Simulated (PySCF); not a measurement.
## C²⁺ (carbon, charge +2) across methods

[He] 2s1 2p1, high-spin 3P determinant (an excited configuration). Computed with PySCF 2.14 in aug-cc-pwCVDZ, with the non-relativistic Hamiltonian (point nucleus). The B2PLYP total includes its PT2 part (frozen core); its orbital energies are those of the SCF part.

| method | E (hartree) | mean ε 1s β (eV) | mean ε 2s α (eV) | mean ε 2p α (eV) | Σ⟨r²⟩ (bohr²) | ⟨S²⟩ |
| --- | --- | --- | --- | --- | --- | --- |
| BHandHLYP | -36.3023 | -324.83 | -45.460 | -37.286 | 4.432 | 2.000 |
| M06-2X | -36.2884 | -324.03 | -45.485 | -36.773 | 4.449 | 2.000 |
| r2SCAN | -36.2933 | -310.40 | -42.092 | -33.918 | 4.437 | 2.000 |
| LDA | -35.9128 | -303.92 | -41.273 | -32.994 | 4.496 | 2.000 |
| B2PLYP | -36.2824 | -325.54 | -45.673 | -37.493 | 4.439 | 2.000 |
| PBE0 | -36.2602 | -315.43 | -43.622 | -35.403 | 4.457 | 2.000 |
| PBE | -36.2470 | -306.57 | -41.500 | -33.334 | 4.469 | 2.000 |
| UHF | -36.23109 | -341.19 | -49.577 | -41.289 | 4.451 | 2.000 |

Estimate the same row for TPSSh.

E (hartree) = -36.3117; mean ε 1s β (eV) = -312.42; mean ε 2s α (eV) = -42.584; mean ε 2p α (eV) = -34.423; Σ⟨r²⟩ (bohr²) = 4.440; ⟨S²⟩ = 2.000.
